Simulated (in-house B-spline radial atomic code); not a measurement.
**Ionising Ba V (Ba4+) with different functionals**

Computed with an all-electron radial atomic-structure program (B-spline basis): scalar-relativistic (spin-free X2C) Hamiltonian, Fermi nucleus of rms radius 4.8378 fm, spin-polarised at highest spin, spherical fractional occupations for the functionals, and exact exchange of hybrids averaged over the configuration. The ionisation energy is the difference of two self-consistent energies, [Kr] 4d10 5s2 5p4 → [Kr] 4d10 5s2 5p3, without Breit or QED terms; ε is the level of the shell that loses the electron (its least bound occupied spin orbital). There is no spin-orbit coupling in this Hamiltonian.

```tsv
method	rung	ΔSCF (eV)	-ε(5p) (eV)
PBE0	global hybrid	58.57	54.41
B3LYP	global hybrid	58.83	54.24
TPSSh	global hybrid	58.46	53.48
BHandHLYP	global hybrid	58.63	55.86
r2SCAN0	global hybrid	58.31	54.37
B97-1	global hybrid	58.67	54.11
HSE06	range-separated hybrid	58.66	54.02
wB97X	range-separated hybrid	58.94	57.08
CAM-B3LYP	range-separated hybrid	58.89	56.08
LC-wPBE	range-separated hybrid	58.77	57.58
```

Among the functionals, which spreads more, the ΔSCF values or the orbital energies?

The orbital energies: ΔSCF values span about 0.63 eV and the orbital energies 4.10 eV; here energy differences depend much less on the functional than eigenvalues do.

How do they compare with the NIST value?

NIST lists 58 eV ± 1.9 (tabulated theory, ground level to ground level). Errors run from +0.31 to +0.94 eV; all lie within about twice that uncertainty, so the table can't rank the methods.
